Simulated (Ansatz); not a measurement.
An input meant for Cu(AsH3)Me (CH₆AsCu) (charge 0, singlet).

```yaml
crystal:
  periodic: [false, false, false]
  atoms:
    - {symbol: Cu, position_ang: [-0.000691, -0.000236, -0.313109]}
    - {symbol: As, position_ang: [-0.010995, -0.026512, 2.039271]}
    - {symbol: H, position_ang: [1.287043, -0.155850, 2.816544]}
    - {symbol: H, position_ang: [-0.769726, -1.097822, 2.802511]}
    - {symbol: H, position_ang: [-0.557180, 1.154327, 2.822260]}
    - {symbol: C, position_ang: [0.010951, 0.027036, -2.242063]}
    - {symbol: H, position_ang: [0.827301, -0.808869, -2.601774]}
    - {symbol: H, position_ang: [0.527301, -0.858869, -2.651774]}
    - {symbol: H, position_ang: [0.529078, 0.923743, -2.625240]}
basis:
  gaussian: {orbitals: aug-cc-pVDZ}
hamiltonian: {xc: {name: PBE0}, dispersion: d4, pseudopotentials: {relativity: scalar}}
scf: {omitted_lower_state_checks: [starts]}
output: {forces: true}
```

```sh
$ ansatz run in.yaml --threads 4 --pin off --events-out ev --progress --plain --max-ram 3916MiB
```

Shortened log:

```
Functional definition: PBE0
1786 factors; integrals over basis functions are off by at most 6.7e-4 eV
mean field evaluation 1: about -107414.9341 eV, gradient 6.8e1 eV
mean field evaluation 2: about -106577.8206 eV, gradient 6.5e2 eV
mean field evaluation 4: about -107420.4507 eV, gradient 4.6e1 eV
mean field evaluation 8: about -107423.5062 eV, gradient 4.4e-1 eV
mean field evaluation 16: about -107423.5146 eV, gradient 2.6e-4 eV
mean field -107423.51462994 eV, -3947.7413483768 hartree, gradient 5.3e-5 eV, S^2 0.000000; 0 other end points of the search recorded, 0 dependent functions left out
reference -107423.51470757 eV, -3947.7413512297 hartree; 37, 37 occupied and 135, 135 virtual orbitals, 1786 factors
Total energy: -107423.64700479 eV, -3947.7462130629 hartree
Relativity: scalar
Atom 0 at    -0.000691    -0.000236    -0.313109 Å, force     0.264003    -0.214172    -0.645812 eV/Å
Atom 1 at    -0.010995    -0.026512     2.039271 Å, force    -0.092534     0.029108    -0.280720 eV/Å
Atom 2 at     1.287043    -0.155850     2.816544 Å, force    -0.171325     0.017565    -0.143245 eV/Å
Atom 3 at    -0.769726    -1.097822     2.802511 Å, force     0.088477     0.113241    -0.065531 eV/Å
Atom 4 at    -0.557180     1.154327     2.822260 Å, force     0.070646    -0.136195    -0.087151 eV/Å
Atom 5 at     0.010951     0.027036    -2.242063 Å, force    -1.977015     2.421605     2.656693 eV/Å
Atom 6 at     0.827301    -0.808869    -2.601774 Å, force   111.206927    19.020790    18.949593 eV/Å
Atom 7 at     0.527301    -0.858869    -2.651774 Å, force  -109.729855   -20.726027   -19.980314 eV/Å
Atom 8 at     0.529078     0.923743    -2.625240 Å, force     0.340676    -0.525915    -0.403512 eV/Å
Dipole moment:     0.252870    -0.107331     1.036331 e Å
Checks for a lower state left out: starts
```

(1) Something in this input is off. What?

## Answers

(1) One atom was put on top of another. The run converged. The result belongs to that input, not to the species as meant.
